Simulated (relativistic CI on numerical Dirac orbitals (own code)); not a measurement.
**Pt²⁺: resonant inelastic scattering at the L2,3 edge**

Computed with this model: Dirac-Coulomb-Breit CI, orbitals from a KLI potential per configuration, model QED, valence Slater integrals scaled by 0.7, Kramers-Heisenberg scattering through one core-hole configuration in a parametric crystal field; configurations [Xe] 4f14 5d8 → [He] 2s2 2p5 3s2 3p6 3d10 4s2 4p6 4d10 4f14 5s2 5p6 5d9; 10 K; core-hole width 5 eV; summed over polarisations. Incident energies are the highest absorption maxima for each field (at most a few, so the weaker spin-orbit partner edge can be absent), on the computed scale of the free ion. Intensities are in per cent of the strongest line above 0.02 eV; levels within 1 cm⁻¹ are merged; final levels count from the ground level, the first row holds all elastic scattering, lines under 0.4 are left out and each table stops after 24 rows. The scale of the Slater integrals is a model choice and moves the terms in proportion.

Field parameters in Wybourne normalisation: D3d B²₀ = −7Dσ, B⁴₀ = −14Dq − 21Dτ, B⁴₃ = −14√(10/7) Dq. The field is a parameter set, without covalency.

S is read from ⟨S²⟩ = S(S + 1).

D3d, 10Dq = 19650, Dσ = -1200, Dτ = 220 cm⁻¹:

| Final level (eV) | Degeneracy | Irrep | S | 11561.5 eV |
| --- | --- | --- | --- | --- |
| 0.000 | 1 | A1 | 0.99 | 302.4 |
| 0.013 | 2 | E | 0.99 | 88.0 |
| 1.061 | 2 | E | 0.24 | 41.1 |
| 2.020 | 1 | A1 | 0.34 | 13.2 |
| 2.381 | 2 | E | 0.97 | 100.0 |
| 2.436 | 2 | E | 0.96 | 18.0 |
| 2.498 | 1 | A2 | 0.97 | 39.0 |
| 2.748 | 1 | A1 | 0.93 | 23.4 |
| 2.751 | 2 | E | 0.91 | 80.6 |
| 3.080 | 1 | A2 | 1.00 | 33.4 |
| 3.526 | 2 | E | 0.86 | 13.3 |
| 3.586 | 1 | A1 | 0.91 | 19.1 |
| 3.623 | 2 | E | 0.96 | 16.8 |
| 3.765 | 1 | A2 | 0.98 | 2.2 |
| 3.844 | 1 | A1 | 0.88 | 19.3 |
| 3.865 | 2 | E | 0.80 | 20.8 |
| 3.989 | 2 | E | 0.64 | 33.8 |
| 4.107 | 1 | A1 | 0.40 | 11.5 |
| 4.415 | 2 | E | 0.27 | 5.3 |
| 4.471 | 1 | A2 | 0.24 | 1.1 |
| 5.662 | 2 | E | 0.94 | 1.6 |
| 6.033 | 1 | A1 | 0.70 | 2.0 |
| 6.176 | 2 | E | 0.89 | 0.5 |
| 6.875 | 1 | A1 | 0.46 | 0.5 |

D3d, 10Dq = 19650, Dσ = -860, Dτ = 220 cm⁻¹:

```
Final level (eV)  Degeneracy  Irrep     S  11561.5 eV
           0.000           1     A1  0.99       335.0
           0.010           2      E  0.99        94.5
           1.061           2      E  0.24        49.5
           2.021           1     A1  0.34        16.3
           2.372           2      E  0.97       100.0
           2.424           2      E  0.96        19.4
           2.475           1     A2  0.97        51.4
           2.727           2      E  0.91        99.0
           2.752           1     A1  0.92        24.0
           3.065           1     A2  1.00        32.6
           3.544           2      E  0.88        18.3
           3.565           1     A1  0.92        26.5
           3.617           2      E  0.97        13.1
           3.720           1     A2  0.97         1.9
           3.805           1     A1  0.86        16.9
           3.860           2      E  0.85        31.0
           3.993           2      E  0.57        27.8
           4.046           1     A1  0.42        14.3
           4.391           2      E  0.23         8.4
           4.424           1     A2  0.23         1.5
           5.684           2      E  0.95         1.7
           5.976           1     A1  0.74         2.3
           6.055           2      E  0.87         0.8
           6.917           3   A1+E  0.33         0.9
```

D3d, 10Dq = 19650, Dσ = -510, Dτ = 220 cm⁻¹:

| Final level (eV) | Degeneracy | Irrep | S | 11561.5 eV |
| --- | --- | --- | --- | --- |
| 0.000 | 1 | A1 | 0.99 | 312.3 |
| 0.006 | 2 | E | 0.99 | 85.2 |
| 1.060 | 2 | E | 0.24 | 50.1 |
| 2.021 | 1 | A1 | 0.34 | 16.9 |
| 2.364 | 2 | E | 0.97 | 83.1 |
| 2.411 | 2 | E | 0.96 | 17.5 |
| 2.448 | 1 | A2 | 0.97 | 55.5 |
| 2.706 | 2 | E | 0.91 | 100.0 |
| 2.758 | 1 | A1 | 0.92 | 20.6 |
| 3.054 | 1 | A2 | 1.00 | 26.2 |
| 3.539 | 1 | A1 | 0.92 | 30.3 |
| 3.563 | 2 | E | 0.88 | 20.5 |
| 3.613 | 2 | E | 0.97 | 9.4 |
| 3.680 | 1 | A2 | 0.96 | 1.4 |
| 3.773 | 1 | A1 | 0.84 | 10.5 |
| 3.860 | 2 | E | 0.88 | 33.5 |
| 3.989 | 1 | A1 | 0.45 | 15.3 |
| 3.996 | 2 | E | 0.53 | 18.3 |
| 4.380 | 1 | A2 | 0.23 | 1.6 |
| 4.384 | 2 | E | 0.21 | 10.7 |
| 5.698 | 2 | E | 0.97 | 1.3 |
| 5.929 | 2 | E | 0.94 | 0.7 |
| 5.931 | 1 | A1 | 0.77 | 2.2 |
| 5.988 | 2 | E | 0.81 | 0.7 |

For the first field the strongest loss at the lowest incident energy is the level at 2.38 eV (S = 0.97, against 0.99 in the thermal ground state). Levels of other spin, the first over 8 % at 1.06 eV, appear because spin-orbit coupling of the core hole, and in heavier ions of the valence shell too, mixes spins.
